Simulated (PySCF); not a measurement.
The dipole of `FC(F)[Si@H](Cl)C1=C(Cl)CC1` from its density and from atomic charges.

Coordinates (GFN2-xTB, Å) and charges (e) from the PBE0/pcSseg-1 density (PySCF):

| atom | x | y | z | Mulliken | IAO | Hirshfeld | ESP-fitted |
| --- | --- | --- | --- | --- | --- | --- | --- |
| F1 | 1.907 | -0.610 | -2.068 | -0.3064 | -0.3009 | -0.1131 | -0.2076 |
| C2 | 2.249 | -1.028 | -0.819 | +0.2491 | +0.1784 | +0.0496 | +0.2711 |
| F3 | 3.612 | -1.005 | -0.781 | -0.3097 | -0.3037 | -0.1161 | -0.1973 |
| Si4 | 1.519 | 0.158 | 0.539 | +0.8594 | +0.9074 | +0.3448 | +0.0429 |
| Cl5 | 1.979 | -0.665 | 2.315 | -0.2927 | -0.2933 | -0.1067 | -0.1159 |
| C6 | -0.324 | 0.250 | 0.264 | -0.3812 | -0.3333 | -0.1205 | +0.0873 |
| C7 | -1.251 | -0.500 | -0.356 | -0.1369 | -0.0005 | +0.0240 | -0.0602 |
| Cl8 | -1.195 | -1.955 | -1.226 | -0.0807 | +0.0118 | +0.0025 | -0.0280 |
| C9 | -2.417 | 0.380 | -0.024 | -0.1033 | -0.2655 | -0.0678 | -0.2664 |
| C10 | -1.373 | 1.259 | 0.706 | -0.1456 | -0.2434 | -0.0640 | -0.1146 |
| H11 | 1.948 | -2.082 | -0.741 | +0.1224 | +0.1467 | +0.0337 | +0.0828 |
| H12 | 2.164 | 1.455 | 0.372 | -0.0525 | -0.1106 | -0.0628 | +0.0472 |
| H13 | -3.173 | -0.074 | 0.613 | +0.1470 | +0.1556 | +0.0513 | +0.1412 |
| H14 | -2.899 | 0.847 | -0.880 | +0.1482 | +0.1561 | +0.0516 | +0.1482 |
| H15 | -1.246 | 2.255 | 0.291 | +0.1411 | +0.1473 | +0.0471 | +0.0800 |
| H16 | -1.507 | 1.324 | 1.783 | +0.1418 | +0.1479 | +0.0467 | +0.0893 |

Question: Compute μ = Σ q r for each scheme (1 e·Å = 4.803 D) and compare with the dipole of the full density.

Answer: The full density gives (-2.96, 1.37, 1.02) D, 3.41 D in size; dipole vectors point from the negative to the positive end.

```csv
scheme,μx,μy,μz,size (D),share of the full size (%),angle to the full dipole (°)
Mulliken,-3.54,3.70,2.63,5.75,169,22
IAO,-3.40,1.50,1.78,4.12,121,8
Hirshfeld,-2.23,0.74,0.82,2.49,73,7
ESP-fitted,-3.03,1.45,1.03,3.51,103,1
```

Question: Which set comes closest?

Answer: Length of the difference vector: ESP-fitted 0.11 D, IAO 0.89 D, Hirshfeld 0.98 D, Mulliken 2.89 D. Closest: ESP-fitted. ESP charges are fitted to the potential around the molecule, whose slowest-falling term is the dipole's. The schemes that divide the density aren't constrained to reproduce the dipole.

Question: What is left for the Hirshfeld atoms' own dipoles?

Answer: The shares of the density sum to the whole, so what Σ q r misses lies in dipoles about the nuclei. The atomic dipoles sum to (-2.96, 1.37, 1.02) − (-2.23, 0.74, 0.82) = (-0.73, 0.63, 0.20) D, 0.98 D in size.

Question: With the origin at the mean of the coordinates, (0.000, 0.001, -0.001) Å, which are the largest single terms, by size, of the ESP-fitted dipole along the direction of the full one?

Answer: F3 +3.57, C2 -3.39, C9 -2.86, F1 +2.51, H13 +1.97 D; all 16 atoms together +3.51 D. The single terms depend on the origin, their sum doesn't.

Question: Give the size of the full dipole in other units.

Answer: 3.41 D = 1.343 au = 0.711 e·Å = 11.39 × 10⁻³⁰ C·m.

Geometry: GFN2-xTB, one conformer, isolated molecule.

These values come from a run that also computed NMR shieldings. The run took 2.6 min wall, 2.0 min CPU on an Intel Xeon at 2.50 GHz with one thread, shared host, and the process peaked at 1.0 GiB of memory.

Shape of the structure used: `[F:1][CH:2]([F:3])[Si@H:4]([Cl:5])[C:6]1=[C:7]([Cl:8])[CH2:9][CH2:10]1`: F1–C2–Si4–Cl5 176°, C2–Si4–C6–C7 21°.
